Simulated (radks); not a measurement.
Q: These are the eigenvalues of the occupied orbitals of an atom or ion with whole-number occupations (hartree). Calculated with a radial shooting solver on a logarithmic mesh with Libxc functionals: Dirac Kohn-Sham, relativistic LDA (MacDonald-Vosko exchange, VWN5 correlation), spin-unpolarised, spherical densities, finite nucleus; Fermi nuclear charge, rms radius of each element as measured or else 0.836 A^(1/3) + 0.57 fm.

| orbital | eigenvalue |
|---|---|
| 1s1/2 | -586.4848 |
| 2s1/2 | -82.94568 |
| 2p1/2 | -75.98700 |
| 2p3/2 | -73.48997 |
| 3s1/2 | -16.10271 |
| 3p1/2 | -13.55509 |
| 3p3/2 | -13.16815 |
| 3d3/2 | -8.65648 |
| 3d5/2 | -8.58799 |
| 4s1/2 | -4.90508 |
| 4p1/2 | -4.16566 |

Which element is it, and in what charge state? The configuration may be excited. Open shells, if any, fill j = l - 1/2 first.

A: Z = 38, strontium, charge +7: Sr7+ in [Ar] 3d10 4s2 4p1. The list shows which subshells hold electrons but not how many an open one holds; the 1s level, -586.48 hartree, gives Z - s = 34.2 by -(Z - s)^2/2, which with screening and relativity narrows Z to a few neighbours, and the depths of the outer levels then fix element, charge and occupations together.
